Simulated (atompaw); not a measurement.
**Tl: PAW (atompaw) pseudisation with PBE, non-relativistic reference atom.**

- Element: Tl
- Generator: atompaw 4.2.0.5
- Type: PAW
- Functional: PBE
- Relativity: non-relativistic
- Frozen core: [Xe] 4f14
- Valence charge: 13
- Reference configuration: 5d10 6s0 6p0 (charge +3)
- Partial waves: 6s (bound, empty): rc 1.95 bohr; 6s channel at 1.35 Ry: rc 2.45 bohr; 6p (bound, empty): rc 2.45 bohr; 6p channel at -0.85 Ry: rc 2.45 bohr; 5d (bound): rc 2.45 bohr; 5d channel at 1.6 Ry: rc 1.50 bohr
- Local potential: bessel scheme, radius 2.20 bohr
- Core correction: smooth core density matched at 1.25 bohr
- Augmentation charge: besselshape compensation charge, radius 2.30 bohr; PAW radius 2.45 bohr; waves and projectors: custom polynom2 7 10 vanderbiltortho

All-electron outer shells of the reference configuration (PBE, non-relativistic, ld1.x):

| shell | level (eV) | outermost node (bohr) | outermost maximum (bohr) |
| --- | --- | --- | --- |
| 5p | -98.14 | 0.52 | 0.94 |
| 5d | -45.40 | 0.54 | 1.10 |
| 6s | -30.60 | 1.16 | 2.18 |
| 6p | -23.44 | 1.26 | 2.50 |

Question: Estimate the cutoffs (Ry, on a coarse ladder) from which the occupation-weighted sum of valence levels, in a spherical-Bessel basis at the reference potential, stays within 10 and 1 mRy of its value at 400 Ry.

Answer: 35 Ry and 80 Ry.

Question: What does a ghost test show?

Answer: Ghost state, extra bound levels that the all-electron valence spectrum of the same l lacks: s at -102.7 eV. A true bound ghost makes a file unfit for plane-wave use.

Question: Is the overlap operator S = 1 + Σ q|β⟩⟨β| positive definite (Bessel basis up to 400 Ry)?

Answer: Barely: its lowest eigenvalue is 0.021 (s channel).
